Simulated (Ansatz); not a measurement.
Mulliken charges of CH3CdFO (`C[O][Cd][F]`) from ωB97M-V/def2-TZVPP in Ansatz (PBE0-D4/def2-TZVP geometry).

```json
{"atom": "C1", "x (Å)": "0.350", "y (Å)": "1.051", "z (Å)": "-0.164", "charge (e)": "-0.141"}
{"atom": "O2", "x (Å)": "0.429", "y (Å)": "-0.015", "z (Å)": "0.743", "charge (e)": "-0.583"}
{"atom": "Cd3", "x (Å)": "-0.482", "y (Å)": "-1.713", "z (Å)": "0.418", "charge (e)": "0.969"}
{"atom": "F4", "x (Å)": "-1.328", "y (Å)": "-3.436", "z (Å)": "0.221", "charge (e)": "-0.554"}
{"atom": "H5", "x (Å)": "0.763", "y (Å)": "0.811", "z (Å)": "-1.153", "charge (e)": "0.100"}
{"atom": "H6", "x (Å)": "-0.674", "y (Å)": "1.423", "z (Å)": "-0.308", "charge (e)": "0.100"}
{"atom": "H7", "x (Å)": "0.942", "y (Å)": "1.880", "z (Å)": "0.243", "charge (e)": "0.109"}
```

Q: By hand: the dipole of these point charges (1 e Å = 4.8032 D).

A: Σ q r = (0.081, 0.533, -0.247) e Å, of length 0.593 e Å = 2.85 D.

Q: How does the dipole of the full density compare? (Estimate.)

A: Ansatz gave: (0.061, 0.353, -0.151) e Å, 1.87 D; the point charges give 1.52 times that, at 2° from its direction.

Point charges leave out the atoms' own dipoles, such as those of lone pairs, and Mulliken's split depends on the basis, so the two needn't agree.
